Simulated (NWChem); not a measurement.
CH4OPb, singlet; SMILES C[O][PbH]

```xyz
7

Pb     0.0097    -0.4591     0.0000
H     -1.8302    -0.0792     0.0000
O      0.5470     1.5739     0.0000
C     -0.2924     2.6798     0.0000
H     -0.1058     3.3155     0.8883
H     -0.1058     3.3155    -0.8883
H     -1.3711     2.4208     0.0000
```
Atoms are numbered in this order, from 1.

Low-valent species are run as closed-shell singlets; no triplet was tried in these runs. Coordinates come from a PBE0/def2-SVP optimisation. B3LYP is NWChem's, with the RPA form of VWN correlation. def2 effective core potentials on Pb; no spin-orbit coupling.

Symmetry labels are those of Cs in the frame above (b1 and b2, or b-type labels, depend on it).

**Question.** List the 6 lowest vertical singlet excitations from B3LYP/def2-SVP with def2 effective core potentials on Pb, full TDDFT (NWChem).

**Answer.** 
```tsv
state	energy (eV)	oscillator strength	symmetry	leading excitation (squared amplitude)
S1	3.15	0.008	a"	HOMO → LUMO (0.99)
S2	3.27	0.002	a"	HOMO−2 → LUMO (0.99)
S3	3.91	0.062	a'	HOMO−1 → LUMO (0.94)
S4	5.40	0.016	a'	HOMO → LUMO+1 (0.88)
S5	5.42	0.003	a"	HOMO−1 → LUMO+1 (0.99)
S6	5.82	0.135	a'	HOMO−2 → LUMO+1 (0.84)
```
